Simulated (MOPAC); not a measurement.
MOPAC input (AM1):

```
AM1 1SCF UHF MS=0.5 GEO-OK AUX(PRECISION=9) THREADS=1
C4H2BrSe

Br    2.12521100 1   -1.05376300 1   -0.30439700 1
C     0.38152200 1   -0.33431700 1   -0.11180200 1
C     0.12365400 1    0.89384300 1    0.35841600 1
Se   -1.67937000 1    1.32940400 1    0.43613500 1
C    -1.96353400 1   -0.40260000 1   -0.26068700 1
C    -0.80253600 1   -1.07168200 1   -0.46376400 1
H    -2.96545500 1   -0.75209500 1   -0.45043700 1
H    -0.75296500 1   -2.07740100 1   -0.85722300 1
```

From the output:

```
                                                       MOPAC v23.2.5 Linux

          FINAL HEAT OF FORMATION =        113.97592 KCAL/MOL =     476.87524 KJ/MOL

          COSMO AREA              =        140.64 SQUARE ANGSTROMS
          COSMO VOLUME            =        134.76 CUBIC ANGSTROMS

          IONIZATION POTENTIAL    =          8.032351 EV
          ALPHA SOMO LUMO (EV)    =         -8.032 -0.292
          BETA  SOMO LUMO (EV)    =         -8.114 -0.732
          NO. OF ALPHA ELECTRONS  =         16
          NO. OF BETA  ELECTRONS  =         15
          MOLECULAR WEIGHT        =        208.9238         POINT GROUP:  Cs

          MOLECULAR DIMENSIONS (Angstroms)

            Atom       Atom       Distance
            H     7   Br     1     5.10169
            H     8   Se     4     3.59886
            C     2    C     5     0.00000

          SCF CALCULATIONS        =          1

   ATOM   CHEMICAL          X               Y               Z
  NUMBER   SYMBOL      (ANGSTROMS)     (ANGSTROMS)     (ANGSTROMS)

     1      Br          2.12521100  *  -1.05376300  *  -0.30439700  *
     2       C          0.38152200  *  -0.33431700  *  -0.11180200  *
     3       C          0.12365400  *   0.89384300  *   0.35841600  *
     4      Se         -1.67937000  *   1.32940400  *   0.43613500  *
     5       C         -1.96353400  *  -0.40260000  *  -0.26068700  *
     6       C         -0.80253600  *  -1.07168200  *  -0.46376400  *
     7       H         -2.96545500  *  -0.75209500  *  -0.45043700  *
     8       H         -0.75296500  *  -2.07740100  *  -0.85722300  *

                             CARTESIAN COORDINATES

   1   Br        2.125211000    -1.053763000    -0.304397000
   2    C        0.381522000    -0.334317000    -0.111802000
   3    C        0.123654000     0.893843000     0.358416000
   4   Se       -1.679370000     1.329404000     0.436135000
   5    C       -1.963534000    -0.402600000    -0.260687000
   6    C       -0.802536000    -1.071682000    -0.463764000
   7    H       -2.965455000    -0.752095000    -0.450437000
   8    H       -0.752965000    -2.077401000    -0.857223000

           Empirical Formula: C4 H2 Br Se  =     8 atoms

      MOLECULAR POINT GROUP   :   Cs

          ALPHA EIGENVALUES
 -37.26923 -31.76727 -28.81620 -24.14625 -19.20260 -18.24763 -16.46811 -13.93797
 -13.63648 -13.11997 -11.37785 -11.14631 -11.00399 -10.67164  -9.95005  -8.03235
  -0.29192  -0.00054   0.34269   1.33069   1.59634   4.02058   4.27297   4.73352
   5.01095   5.27053

           BETA EIGENVALUES
 -37.10256 -31.76529 -28.22182 -23.76833 -19.12782 -17.65513 -16.01317 -13.90271
 -13.59939 -12.51840 -11.30584 -11.27974 -10.89311  -9.48089  -8.11399  -0.73248
   0.16772   0.43065   0.56853   1.64938   1.78819   3.99814   4.51714   4.94714
   5.02068   5.42797

              NET ATOMIC CHARGES AND DIPOLE CONTRIBUTIONS

  ATOM NO.   TYPE          CHARGE      No. of ELECS.   s-Pop       p-Pop
    1         Br           0.065386        6.9346     1.96825     4.96637
    2          C          -0.216540        4.2165     1.22402     2.99252
    3          C          -0.211927        4.2119     1.42560     2.78633
    4         Se           0.541233        5.4588     1.94262     3.51614
    5          C          -0.372081        4.3721     1.29610     3.07598
    6          C          -0.117772        4.1178     1.21376     2.90401
    7          H           0.154896        0.8451     0.84510
    8          H           0.156804        0.8432     0.84320
 DIPOLE           X         Y         Z       TOTAL
 POINT-CHG.    -3.031     1.764     0.537     3.548
 HYBRID         0.343    -1.070    -0.403     1.194
 SUM           -2.689     0.695     0.134     2.780

          ATOMIC ORBITAL ELECTRON POPULATIONS

     Atom    s        px        py        pz
    1 Br   1.96825   1.15187   1.84569   1.96881
    2  C   1.22402   0.92736   0.95759   1.10757
    3  C   1.42560   0.87739   0.92152   0.98742
    4 Se   1.94262   0.83157   1.03338   1.65119
    5  C   1.29610   0.99632   1.00086   1.07880
    6  C   1.21376   0.88990   0.99448   1.01963
    7  H   0.84510
    8  H   0.84320

                    (SZ)    =    0.500000
                    (S**2)  =    1.019643

          ATOMIC ORBITAL SPIN POPULATIONS

    Atom   Total    s     px     py     pz
         Atomic
    1 Br  0.0285 -0.001  0.038  0.004 -0.012
    2  C -0.4384 -0.032 -0.045 -0.074 -0.288
    3  C  1.3775  0.185  0.426  0.355  0.411
    4 Se  0.0016  0.001  0.002  0.016 -0.017
    5  C -0.3284 -0.018 -0.020 -0.044 -0.246
    6  C  0.3550  0.031  0.048  0.062  0.214
    7  H  0.0187  0.019
    8  H -0.0145 -0.015

 **********************
 *                    *
 * JOB ENDED NORMALLY *
 *                    *
 **********************

 == MOPAC DONE ==
```

The geometry given is a B3LYP-D3(BJ)/def2-TZVP minimum.

The determinant is spin-contaminated: <S^2> is 1.02 against 0.75 for a pure state.
